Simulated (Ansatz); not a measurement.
Compare A (`OC1[SiH2]S1`) with its isomer B (`C1O[SiH2]S1`).

Calculated with Ansatz (gas phase, PBE0-D4/def2-TZVP geometries, no zero-point term in ΔE). CCSD(T)/CBS is the MP2 limit (def2-TZVPP, def2-QZVPP) plus CCSD(T) − MP2 in def2-TZVPP, frozen cores. Functionals use def2-TZVPP. Each species was taken in one conformer, which may not be the lowest.

Q: Which is lower in electronic energy at CCSD(T)/CBS, and by how much? (Best estimate.)

A: The calculation gave: B, by 31.8 kcal/mol.

Q: Give E(B) − E(A) in kcal/mol with r2SCAN-D4, ωB97M-V, HF/def2-TZVPP, MP2/def2-TZVPP, PBE-D4, CCSD(T)/def2-TZVPP, CCSD(T)/def2-SVP. (Estimate.)

A: Ansatz gave: r2SCAN-D4 -29.5, ωB97M-V -31.8, HF/def2-TZVPP -37.7, MP2/def2-TZVPP -32.6, PBE-D4 -26.8, CCSD(T)/def2-TZVPP -32.3, CCSD(T)/def2-SVP -29.0. None reverses the order clearly.

Q: Does the order hold for the free energy at 298.15 K (harmonic terms from PBE0-D4)? (Best estimate.)

A: The calculation gave: Yes: G(B) − G(A) = -30.8 kcal/mol, for one conformer each.

Largest T1 diagnostic: 0.013.

From r2SCAN to r2SCAN0 (25 % exact exchange), in def2-TZVPP and without D4, E(B) − E(A) moves by −1.7 kcal/mol. At CCSD(T), def2-SVP lies +2.8 kcal/mol from the extrapolated value and def2-TZVPP −0.5 kcal/mol.
